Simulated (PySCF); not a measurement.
Structure problem from calculated spectra and properties.

Formula: C6H6F2OSi.

- 13C NMR: chemical shifts (computed TMS as zero) by class: 160.3 (1 C), 158.1 (1 C), 154.9 (1 C), 125.0 (1 C), 121.1 (1 C), 109.0 (1 C) ppm [GIAO PBE0/pcSseg-1]
- NMR, other nuclei: isotropic shieldings of nuclei other than C and H, by class: 245 (1 O), 314 (1 F), 326 (1 F), 391 (1 Si) ppm [GIAO PBE0/pcSseg-1]
- Dipole: 2.70 D [PBE0/pcSseg-1]
- 1H NMR: chemical shifts (computed TMS as zero) by class: 7.41 (1 H), 6.97 (1 H), 6.65 (1 H), 5.14 (3 H) ppm [GIAO PBE0/pcSseg-1]
- Rotational structure: rotational constants A, B, C: 2.605, 0.625, 0.507 GHz [GFN2-xTB]

Gas-phase values; electronic properties from PySCF, density fitting. Levels stand in brackets. The structure is a single GFN2-xTB conformer in the gas phase; no vibrational or solvent corrections. NMR values are class means; diastereotopic atoms form classes of their own.

Question: What is the compound? Reason from the data.

Answer: Numbering: `[F:1][c:2]1[cH:3][cH:4][c:5]([O:6][SiH3:7])[cH:8][c:9]1[F:10]`. Its formula, C6H6F2OSi, gives 4 degrees of unsaturation: 1 ring and 3 π bonds in the structure found (Kekulé form). 6 carbons fall into 6 classes; from least to most shielded: aromatic C–F carbon [C9] (160.3 ppm), aromatic carbon bearing oxygen [C5] (158.1 ppm), aromatic C–F carbon [C2] (154.9 ppm), aromatic CH carbon [C3] (125.0 ppm), aromatic CH carbon [C4] (121.1 ppm), aromatic CH carbon [C8] (109.0 ppm). Hydrogen classes from least to most shielded: 1 H on an aromatic CH carbon, C3 (7.41 ppm), 1 H on an aromatic CH carbon, C4 (6.97 ppm), 1 H on an aromatic CH carbon, C8 (6.65 ppm), 3 H on an oxygen-bound silicon, Si7 (5.14 ppm). The other shieldings belong to: 245 ppm, silyl ether oxygen [O6]; 314 ppm, aryl fluorine [F10]; 326 ppm, aryl fluorine [F1]; 391 ppm, oxygen-bound silicon [Si7]. The optimised geometry has point group Cs and is an asymmetric top. Structure: `Fc1ccc(O[SiH3])cc1F`. The assignments are read from this structure; whether some other isomer fits the data as well wasn't checked.

Shape of the structure used: `[F:1][c:2]1[cH:3][cH:4][c:5]([O:6][SiH3:7])[cH:8][c:9]1[F:10]`: C4–C5–O6–Si7 180°.
